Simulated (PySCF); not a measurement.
Si(H)(Cl)(OH)(OEt) (C2H7ClO2Si), SMILES [SiH](O)(OCC)Cl.

Coordinates come from a PBE0-D3(BJ)/def2-SVP optimisation. The values are those of a single conformer.

Two levels are set side by side: PBE/def2-TZVP (PySCF) and PBE0/def2-TZVP (PySCF). Same geometry, gas phase. Differences are taken from unrounded values.

```
quantity                       PBE
---------------------------  -----
orbital gap (eV)              6.75
highest occupied level (eV)  -6.96
lowest empty level (eV)      -0.21
dipole moment (D)             1.75
mean polarisability (bohr³)   69.4
```

### Question
These are the PBE values. What does PBE0 give? (An estimate is asked for; the answer gives what the named calculation found.)

### Answer

```json
[
 {"quantity": "orbital gap (eV)", "PBE0": "9.22", "PBE minus PBE0": "-2.47"},
 {"quantity": "highest occupied level (eV)", "PBE0": "-8.51", "PBE minus PBE0": "1.54"},
 {"quantity": "lowest empty level (eV)", "PBE0": "0.71", "PBE minus PBE0": "-0.92"},
 {"quantity": "dipole moment (D)", "PBE0": "1.79", "PBE minus PBE0": "-0.04"},
 {"quantity": "mean polarisability (bohr³)", "PBE0": "66.4", "PBE minus PBE0": "3.1"}
]
```

PBE's occupied levels lie high since its potential decays too fast outside the molecule; exact exchange lowers them and widens the gap. Loosely held outer electrons make PBE densities more polarisable. Differences between two approximate levels are no errors against the true value.

Rough cost on one machine, each run with all the roots and properties that it gave: PBE0 against PBE within a factor of 2.
